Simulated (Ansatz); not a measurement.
Stepwise reaction of `[F][InH2]` with hydrogen chloride, as a gas-phase model of exchange steps in deposition or etching. ΔE in kJ/mol; ΔG adds harmonic PBE0-D4 terms to CCSD(T)/CBS, at 1 bar.

Isolated molecules relaxed with PBE0-D4/def2-TZVP in Ansatz; ΔE leaves out vibrations. CCSD(T)/CBS is the MP2 limit (def2-TZVPP, def2-QZVPP) plus CCSD(T) − MP2 in def2-TZVPP, frozen cores. This one scheme is used for every species. Functionals use def2-TZVPP. B3LYP here is the variant with VWN-RPA as its local correlation; programs differ in this. Elements past krypton have def2 core potentials. For In outer-core shells are correlated without core-valence functions, which leaves a few kJ/mol of doubt a bond.

| step | reaction | PBE-D4 | B3LYP-D4 | ωB97M-V | CCSD(T)/CBS | ΔG(500 K) |
| --- | --- | --- | --- | --- | --- | --- |
| 2 | `[F][InH][Cl]` + HCl → `[F][In]([Cl])[Cl]` + H₂ | -69.9 | -72.1 | -70.1 | -75.3 | -64.5 |

Problem. Give the row of step 1, `[F][InH2]` + HCl → `[F][InH][Cl]` + H₂. (Estimate.)

Solution. The calculation gave: 
| step | reaction | PBE-D4 | B3LYP-D4 | ωB97M-V | CCSD(T)/CBS | ΔG(500 K) |
| --- | --- | --- | --- | --- | --- | --- |
| 1 | `[F][InH2]` + HCl → `[F][InH][Cl]` + H₂ | -92.2 | -93.9 | -92.8 | -97.7 | -93.1 |

Problem. By hand: ΔE of the 2 steps together at CCSD(T)/CBS.

Solution. (-97.7) + (-75.3) = -173.0 kJ/mol, or -86.5 kJ/mol a step.

In ΔE each step is higher than the one before. All are downhill at CCSD(T)/CBS. ΔG lies between -93.1 and -64.5 kJ/mol a step. PBE-D4 differs from CCSD(T)/CBS by 5.4 to 5.5 kJ/mol a step. Isolated molecules leave out the surface, adducts and barriers. Largest T1 diagnostic: 0.016.
